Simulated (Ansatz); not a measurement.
C$_{2}$H$_{5}$Ge, SMILES `C=[CH][GeH2]` radical. Charge 0, multiplicity 2. Correlated methods include outer-core shells of Ge, which these sets cover unevenly. Scalar relativity is left out up to krypton.

```tsv
atom	x (Å)	y (Å)	z (Å)
C1	1.1029	0.6434	0.5027
C2	-0.2128	0.4435	0.4083
Ge3	-0.9993	-1.1072	-0.4055
H4	1.5143	1.5143	1.0051
H5	1.8231	-0.0485	0.0755
H6	-0.8879	1.1622	0.8674
H7	-0.0034	-1.8110	-1.3490
H8	-2.3368	-0.7966	-1.1045
```

Give the diagnostics of a CCSD(T)/def2-TZVPP run (frozen core, Ansatz). (An estimate is asked.)

Computed: T1 = 0.0251, largest single amplitude 0.092, largest double 0.068, (T) share of the correlation energy 4.0 %, 12 CCSD cycles. ⟨S²⟩ of the UHF reference is 0.884 against 0.75 for a pure state. T1 lies under the customary mark of 0.045 for open shells.
